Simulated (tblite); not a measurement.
Species: C3H8GeS2.
SMILES with atom numbers: `[CH3:1][GeH2:2][S:3][C:4]([CH3:5])=[S:6]` (hydrogens: H7, H8, H9 on C1; H10, H11 on Ge2; H12, H13, H14 on C5)

Computed with GFN2-xTB (tblite), gas phase: L-BFGS steps from a force-field or distance-geometry start until the largest atomic force falls under 0.01 eV/Å.

Step 20: E = -514.5450 eV
```
atom  x, y, z in Å  |  force x, y, z in eV/Å
C1     -1.6910    0.7239    0.7095    0.000  -0.014  -0.007
Ge2    -1.3792   -1.0572   -0.0965   -0.027  -0.036   0.020
S3      0.6667   -1.7373    0.4786   -0.026  -0.012   0.045
C4      1.5100   -0.6234   -0.6326    0.049   0.066  -0.022
C5      1.9299    0.6811   -0.0552    0.019   0.016   0.001
S6      1.8144   -1.0442   -2.1647   -0.017   0.037  -0.026
H7     -1.4873    0.6730    1.7772   -0.007   0.015   0.003
H8     -1.0307    1.4660    0.2671   -0.011   0.010  -0.006
H9     -2.7160    1.0517    0.5703   -0.011  -0.039  -0.026
H10    -1.4642   -1.0686   -1.6038   -0.002   0.011   0.007
H11    -2.2898   -2.1240    0.4607    0.018   0.035   0.005
H12     1.5088    1.4962   -0.6469   -0.019  -0.019   0.000
H13     3.0135    0.7875   -0.1126    0.017  -0.067   0.012
H14     1.6144    0.7750    0.9818    0.018  -0.002  -0.006
```

Step 21: E = -514.5457 eV
```
atom  x, y, z in Å  |  force x, y, z in eV/Å
C1     -1.6938    0.7254    0.7088    0.005  -0.034  -0.016
Ge2    -1.3785   -1.0569   -0.0953   -0.007  -0.029   0.009
S3      0.6686   -1.7398    0.4773   -0.037   0.020   0.031
C4      1.5081   -0.6215   -0.6348    0.048   0.032   0.020
C5      1.9321    0.6798   -0.0542    0.019   0.030   0.000
S6      1.8087   -1.0426   -2.1669   -0.014   0.046  -0.045
H7     -1.4902    0.6737    1.7767   -0.011   0.028  -0.007
H8     -1.0343    1.4678    0.2648   -0.021   0.006   0.006
H9     -2.7201    1.0493    0.5677    0.005  -0.037  -0.018
H10    -1.4621   -1.0679   -1.6040   -0.007   0.005   0.025
H11    -2.2856   -2.1239    0.4656    0.007   0.029   0.002
H12     1.5136    1.4974   -0.6433   -0.026  -0.005  -0.018
H13     3.0158    0.7835   -0.1119    0.022  -0.071   0.013
H14     1.6171    0.7753    0.9827    0.017  -0.019  -0.001
```

Step 22: E = -514.5464 eV
```
atom  x, y, z in Å  |  force x, y, z in eV/Å
C1     -1.6967    0.7265    0.7077    0.008  -0.046  -0.021
Ge2    -1.3778   -1.0572   -0.0939    0.018  -0.011  -0.006
S3      0.6700   -1.7419    0.4766   -0.032   0.056   0.008
C4      1.5070   -0.6191   -0.6371    0.031  -0.017   0.055
C5      1.9348    0.6788   -0.0532    0.017   0.032  -0.003
S6      1.8021   -1.0399   -2.1700   -0.013   0.057  -0.045
H7     -1.4935    0.6751    1.7760   -0.015   0.038  -0.018
H8     -1.0387    1.4699    0.2624   -0.029  -0.001   0.015
H9     -2.7245    1.0461    0.5645    0.020  -0.035  -0.011
H10    -1.4600   -1.0672   -1.6037   -0.012  -0.001   0.040
H11    -2.2808   -2.1233    0.4708   -0.011   0.013   0.002
H12     1.5182    1.4985   -0.6397   -0.023   0.010  -0.033
H13     3.0188    0.7777   -0.1109    0.027  -0.063   0.012
H14     1.6204    0.7753    0.9837    0.015  -0.033   0.004
```

Step 23: E = -514.5474 eV
```
atom  x, y, z in Å  |  force x, y, z in eV/Å
C1     -1.7007    0.7273    0.7057    0.009  -0.050  -0.022
Ge2    -1.3766   -1.0576   -0.0921    0.044   0.015  -0.021
S3      0.6714   -1.7432    0.4759   -0.012   0.092  -0.019
C4      1.5063   -0.6161   -0.6399    0.002  -0.070   0.076
C5      1.9389    0.6778   -0.0517    0.015   0.022  -0.007
S6      1.7924   -1.0347   -2.1752   -0.015   0.072  -0.025
H7     -1.4986    0.6780    1.7746   -0.019   0.045  -0.027
H8     -1.0457    1.4731    0.2593   -0.035  -0.010   0.022
H9     -2.7303    1.0412    0.5599    0.032  -0.033  -0.004
H10    -1.4571   -1.0665   -1.6025   -0.019  -0.009   0.049
H11    -2.2739   -2.1225    0.4781   -0.036  -0.008   0.004
H12     1.5243    1.5002   -0.6353   -0.009   0.022  -0.044
H13     3.0235    0.7683   -0.1090    0.029  -0.041   0.009
H14     1.6253    0.7744    0.9852    0.014  -0.046   0.008
```

**Question.** Estimate the geometry and energy of step 24. (The exact step hangs on the optimiser's Hessian estimate; all steps are aligned on step 23, rigid shifts and turns removed.)

**Answer.** E = -514.5489 eV, largest force 0.136 eV/Å
```
atom  x, y, z in Å  |  force x, y, z in eV/Å
C1     -1.7068    0.7277    0.7024    0.009  -0.042  -0.018
Ge2    -1.3742   -1.0579   -0.0896    0.058   0.039  -0.031
S3      0.6732   -1.7429    0.4749    0.022   0.114  -0.039
C4      1.5056   -0.6125   -0.6433   -0.032  -0.108   0.076
C5      1.9455    0.6763   -0.0498    0.011  -0.001  -0.012
S6      1.7774   -1.0252   -2.1835   -0.018   0.087   0.019
H7     -1.5067    0.6833    1.7720   -0.021   0.045  -0.032
H8     -1.0569    1.4778    0.2553   -0.034  -0.020   0.022
H9     -2.7385    1.0333    0.5529    0.038  -0.031   0.002
H10    -1.4529   -1.0662   -1.5997   -0.029  -0.019   0.048
H11    -2.2637   -2.1217    0.4890   -0.062  -0.029   0.003
H12     1.5334    1.5028   -0.6293    0.023   0.024  -0.048
H13     3.0312    0.7530   -0.1059    0.023  -0.003   0.002
H14     1.6329    0.7717    0.9877    0.013  -0.057   0.007
```

The energy changes by -0.0015 eV. The first-order estimate −F·Δx gives -0.0020 eV and the mean of the old and new forces, exact on a quadratic surface, -0.0015 eV. The step makes an angle of 77° with the force vector and moves no atom by more than 0.020 Å.

What follows is the cost of the whole relaxation. The run took 1.3 s on one thread of an Arm Neoverse N1, no GPU (shared host).
